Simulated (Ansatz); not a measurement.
Two isomers of C2H8GaNSi: A = `C[N]1C[SiH2][GaH]1`, B = `C=[CH][Ga]([NH2])[SiH3]`.

Isolated molecules relaxed with PBE0-D4/def2-TZVP in Ansatz; ΔE leaves out vibrations. CCSD(T)/CBS adds triple-zeta CCSD(T) − MP2 to the extrapolated MP2 energy (def2 sets, frozen cores). Functionals use def2-TZVPP. B3LYP here is the variant with VWN-RPA as its local correlation; programs differ in this. For Ga outer-core shells are correlated without core-valence functions, which leaves a few kJ/mol of doubt a bond. Scalar relativity is left out up to krypton. Each species was taken in one conformer, which may not be the lowest.

(1) Which isomer does CCSD(T)/CBS put lower? Give the gap. (Estimate.)

(2) Give E(B) − E(A) in kJ/mol with r2SCAN-D4, B2PLYP, B3LYP, CCSD/def2-TZVPP, CCSD(T)/def2-TZVPP, PBE-D4, HF/def2-TZVPP. (An estimate is asked.)

Largest T1 diagnostic: 0.017.

Answers

(1) The calculation gave: B, by 55.4 kJ/mol.

(2) The calculation gave: r2SCAN-D4 -39.5, B2PLYP -53.9, B3LYP -57.9, CCSD/def2-TZVPP -57.2, CCSD(T)/def2-TZVPP -52.6, PBE-D4 -28.8, HF/def2-TZVPP -84.3. None reverses the order clearly.

In def2-TZVPP, CCSD(T) changes the Hartree–Fock value by +31.7 kJ/mol (the triples alone add +4.7 kJ/mol) and MP2 by +39.1 kJ/mol. The D4 term adds +6.4 kJ/mol with B3LYP and +2.9 kJ/mol with PBE0; it sums over pairs of atoms, weighted by their polarisabilities, and B3LYP, whose exchange is more repulsive, gets the larger term.
